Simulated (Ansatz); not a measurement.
One change: `[F][Al]1[SiH2][S]1` becomes `[Br][Al]1[SiH2][S]1`.

Ansatz, PBE0-D4/def2-TZVP geometries, multiplicity 1. 

Scalar relativity is left out up to krypton.

```json
{"property": "LUMO energy (PBE/def2-TZVPP) / eV", "`[F][Al]1[SiH2][S]1`": "-2.58"}
{"property": "ideal-gas entropy at 298 K and 1 bar (rigid rotor, harmonic PBE0-D4/def2-TZVP) / J/(mol·K)", "`[F][Al]1[SiH2][S]1`": "320"}
{"property": "zero-point energy (PBE0-D4/def2-TZVP) / kJ/mol", "`[F][Al]1[SiH2][S]1`": "57.6"}
{"property": "size of the dipole moment (B3LYP/def2-TZVPP) / D", "`[F][Al]1[SiH2][S]1`": "1.42"}
{"property": "HOMO energy (PBE/def2-TZVPP) / eV", "`[F][Al]1[SiH2][S]1`": "-5.94"}
{"property": "LUMO energy (ωB97M-V/def2-TZVPP) / eV", "`[F][Al]1[SiH2][S]1`": "-0.06"}
```

What does the change do to each property? (Best estimate.)

The calculation gave: 
| property | `[Br][Al]1[SiH2][S]1` | shift |
| --- | --- | --- |
| LUMO energy (PBE/def2-TZVPP) / eV | -2.54 | 0.04 |
| ideal-gas entropy at 298 K and 1 bar (rigid rotor, harmonic PBE0-D4/def2-TZVP) / J/(mol·K) | 344 | 24 |
| zero-point energy (PBE0-D4/def2-TZVP) / kJ/mol | 54.2 | -3.4 |
| size of the dipole moment (B3LYP/def2-TZVPP) / D | 1.41 | -0.01 |
| HOMO energy (PBE/def2-TZVPP) / eV | -5.87 | 0.07 |
| LUMO energy (ωB97M-V/def2-TZVPP) / eV | -0.06 | 0.00 |

Dipoles are sizes alone; their direction can turn.

B3LYP here is the variant with VWN-RPA as its local correlation; programs differ in this.

Spin–orbit coupling is left out; it splits and shifts lone-pair levels of the heavy atoms by tenths of an eV.
